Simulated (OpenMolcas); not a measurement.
## W4+: moving or changing the point charges

W4+ among 6 point charges of -1.7 e arranged as an octahedron (Oh), 1.99 Å from the ion.

```
Program             : OpenMolcas 26.06
Method              : CASSCF
Basis               : ANO-RCC-VDZP [7s6p4d2f1g]
Scalar Hamiltonian  : DKH2, point nucleus
Active space        : 2 electrons in 5 orbitals (5d)
State averaging     : 2S+1 = 3 even, 10 roots; 2S+1 = 1 even, 15 roots
Spin-orbit coupling : RASSI with atomic mean-field integrals over the reference wave functions
```

Runs around this geometry, states (labels of O, the rotations of Oh). Energies in cm-1 above the lowest state or level, χT in cm3 K/mol; under a threefold ground state the first gap can be a small split of the lowest multiplet, not the spin-orbit step; 10Dq and B are least-squares fits to the states below 45000 cm-1, weighted by degeneracy, with a free offset, and given where the rms deviation is under 5 % of |10Dq| (or 100 cm-1) and under 700 cm-1.

```
R (Å)  q (e)  Ground state  First state of that spin   10Dq  B (rms of fit)  First gap with spin-orbit (degeneracies)  χT at 300 K  First state of another spin
 1.99  -0.85           3T1                  3T2 6065   7151        784 (75)                               1024 (2, 3)        0.079                    1T2 11327
 1.82   -1.7           3T1                 3T2 19929  21866       744 (165)                              550.3 (2, 3)        0.055                    1T2 10468
 1.99   -1.7           3T1                 3T2 12888  14700       762 (202)                              819.3 (2, 3)        0.048                    1T2 10972
 2.15   -1.7           3T1                  3T2 8795  10236       777 (132)                              983.1 (2, 3)        0.059                    1T2 11224
```

Taking |10Dq| as R^-n, n = -ln(10236 / 21866) / ln(2.15 / 1.82) = 4.6 between the shortest and longest distance. The point-charge formula for a cubic d site gives n = 5.

Scaling the charges by -0.85 / -1.7 = 0.50 scales |10Dq| by 7151 / 14700 = 0.49; with fixed orbitals a first-order splitting would follow the charge.

An orbital triplet at a regular site is open to Jahn-Teller coupling, which can distort the site and quench the lowest spin-orbit gaps and is left out. Without dynamic correlation the repulsion within the d shell is too large (B by tens of per cent), so at a given field states of lower spin stand too high. This field is weak: 10Dq is about 7151 cm-1, while octahedral complexes of 5d ions of charge 3 and more, computed by the same method with explicit ligands, had a median near 35000 cm-1. Ground spin and moment need not be those of a real site (figures for R = 1.99, q = -0.85; the like holds for R = 1.99, q = -1.7, R = 2.15, q = -1.7). This is an electrostatic model: the charges have no orbitals. No measured value stands beside these numbers.
